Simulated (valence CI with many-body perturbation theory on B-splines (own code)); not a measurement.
# In XXVII: input, log and results

Computed by relativistic CI+MBPT: five valence electrons over a frozen Dirac-Fock core [Ar], radial functions for each j: 7 s, 7 p, 8 d, 6 f, 4 g, 1 h, with the one-electron correlation potential Σ1 (screened to all orders), the two-electron term Σ2, the three-electron term Σ3, Breit, model QED; selected single and double excitations, second order for the rest, scaled by the run's own slope (own B-spline code, finite nucleus).

Command, and the settings that its task file holds:

```sh
python run_cv.py task.json out
```

```
atom In  Z=49  mass_number=115  rms_radius_fm=4.6156
core [Ar]
valence 3d5
avg = 1
basis = M
beyond = 1
breit = 1
cap = 32000
capref = 2200
cscale = 1
de = 0.0
dress = 0
eps = 2e-08
extrap = 1
h = 0.27
hh = 1
l2 = 3
lcore = 6
maxit = 60
n2 = 5
natural = 1
nlev = 190
nno = [4, 4, 5, 4, 3, 1]
nroot = 40
nsp = [3, 3, 3, 2, 1, 0]
pt2 = 1
qed = 1
rpa = 1
s1 = 1
s2 = 1
s3 = 1
screen = 1
tol = 2e-05
whole = 1
```

It took 100 s on 1 thread of Intel(R) Xeon(R) Processor @ 2.30GHz (shared host).

Log. The first blocks belong to the next ion, which gives the ionisation energy. Fields: 2J, parity (1 odd), roots, reference size, generating configurations, candidates as configurations/state functions, variational space P, stored matrix elements, Davidson steps; e2 is the range of second-order energies in hartree. The first line gives the box (bohr), its intervals, the orbitals and the steps of their self-consistent field. Window is the range of levels sought, series limit the energy at which the first omitted orbital would enter, core excitation an estimate of the first excitation out of the core, left out the lowest levels not solved, and shifts from estimates the range by which levels moved from their first estimate, all in cm⁻¹.

```
rmax 4.2 intervals 59 orbitals 59 references ['3d5', '3d4 4s', '3d4 4p'] scf 5 t 1.3
2J=0 par=0 roots 2 ref 17 generators 4 cand 1645/3176 P 1658/3193 nnz 2.1e+06 it 4
2J=0 par=0 roots 2 ref 17 generators 7 cand 777/1651 P 2435/4844 nnz 3.9e+06 it 5
   second order: generators 8 cand 3928/9851 e2 -0.00001 -0.00001
2J=2 par=0 roots 2 ref 36 generators 3 cand 565/3120 P 580/3156 nnz 2.4e+06 it 4
2J=2 par=0 roots 2 ref 36 generators 6 cand 1670/7773 P 2250/10929 nnz 2.4e+07 it 5
   second order: generators 9 cand 3606/25044 e2 -0.00003 -0.00002
2J=4 par=0 roots 2 ref 51 generators 4 cand 377/3065 P 393/3116 nnz 2.4e+06 it 6
2J=4 par=0 roots 2 ref 51 generators 7 cand 1843/12274 P 2236/15390 nnz 4.7e+07 it 8
   second order: generators 8 cand 3702/36986 e2 -0.00004 -0.00003
reference levels 1767, estimated 37, window 494679 1/cm; series limit 8958345, core excitation 1379845
2J=5 par=0 roots 10 ref 152 generators 5 cand 242/3873 P 421/6348 nnz 9.1e+06 it 8
2J=5 par=0 roots 10 ref 152 generators 5 cand 1546/20206 P 1967/26554 nnz 1.4e+08 it 8
   second order: generators 8 cand 10331/401133 e2 -0.00077 -0.00034
2J=7 par=0 roots 7 ref 137 generators 3 cand 224/3865 P 402/6381 nnz 9.4e+06 it 5
2J=7 par=0 roots 7 ref 137 generators 3 cand 1403/19884 P 1805/26265 nnz 1.4e+08 it 8
   second order: generators 5 cand 8168/377735 e2 -0.00095 -0.00074
2J=3 par=0 roots 7 ref 127 generators 3 cand 322/3870 P 531/6345 nnz 8.9e+06 it 5
2J=3 par=0 roots 7 ref 127 generators 3 cand 2071/20717 P 2602/27062 nnz 1.4e+08 it 8
   second order: generators 8 cand 11320/343337 e2 -0.00020 -0.00012
2J=11 par=0 roots 3 ref 67 generators 3 cand 309/3727 P 538/6272 nnz 9.1e+06 it 4
2J=11 par=0 roots 3 ref 67 generators 3 cand 1761/20096 P 2299/26368 nnz 1.4e+08 it 7
   second order: generators 4 cand 4176/159256 e2 -0.00016 -0.00012
2J=9 par=0 roots 5 ref 107 generators 3 cand 235/3747 P 426/6183 nnz 8.9e+06 it 5
2J=9 par=0 roots 5 ref 107 generators 3 cand 1529/20107 P 1955/26290 nnz 1.4e+08 it 9
   second order: generators 3 cand 1364/17733 e2 -0.00059 -0.00048
2J=1 par=0 roots 4 ref 74 generators 3 cand 588/3859 P 982/6393 nnz 8.4e+06 it 5
2J=1 par=0 roots 4 ref 74 generators 3 cand 2091/11850 P 3073/18243 nnz 6.1e+07 it 7
   second order: generators 6 cand 6030/91256 e2 -0.00005 -0.00002
2J=13 par=0 roots 1 ref 35 generators 1 cand 447/3958 P 728/6362 nnz 9.4e+06 it 4
2J=13 par=0 roots 1 ref 35 generators 1 cand 1664/16040 P 2392/22402 nnz 1e+08 it 5
   second order: generators 1 cand 393/4388 e2 -0.00004 -0.00004
left out: unestimated 4552441, estimated none, shifts from estimates -446 to 15
operators 1.8
```

The Davidson iterations converged.

No measured spectrum was set against this ion. As an estimate, large intervals hold to a few tenths of a per cent, small ones and those within an open d or f shell to about a per cent. Only levels of the ground parity were solved; by the run's estimate the other parity begins above the list, which can be wrong where configurations are misplaced.

* Valence energy: -289.7136 hartree
* Ionisation energy: 1412.2 eV (NIST: 1413 ± 4 eV (theoretical))
* Reference configurations for the orbitals: 3d5, 3d4 4s, 3d4 4p
* Radial orbitals: 59
* Box radius: 4.245 bohr
* Largest variational space: 27062
* Lowest levels: (3d3/2^3 3d5/2^2) J=5/2 [a] 0.000, (3d3/2^4 3d5/2) J=5/2 10.571, (3d3/2^3 3d5/2^2) J=7/2 [a] 15.103, (3d3/2^3 3d5/2^2) J=3/2 15.597, (3d3/2^3 3d5/2^2) J=11/2 15.765, (3d3/2^3 3d5/2^2) J=5/2 [b] 16.751, (3d3/2^3 3d5/2^2) J=9/2 16.957, (3d3/2^3 3d5/2^2) J=1/2 18.124, (3d3/2^2 3d5/2^3) J=7/2 [a] 20.997, (3d3/2^3 3d5/2^2) J=5/2 [c] 21.857, (3d3/2^2 3d5/2^3) J=11/2 23.830, (3d3/2^3 3d5/2^2) J=7/2 [b] 24.338, (3d3/2^2 3d5/2^3) J=1/2 [a] 24.480, (3d3/2^2 3d5/2^3) J=3/2 [a] 24.835 eV

Levels are named by their leading jj configuration (3d3/2^4 stands for four electrons in 3d with j = 3/2), which in mixed levels can hold well under half, so a name can repeat and another be missing. Letters in brackets count levels of one name in rising energy.
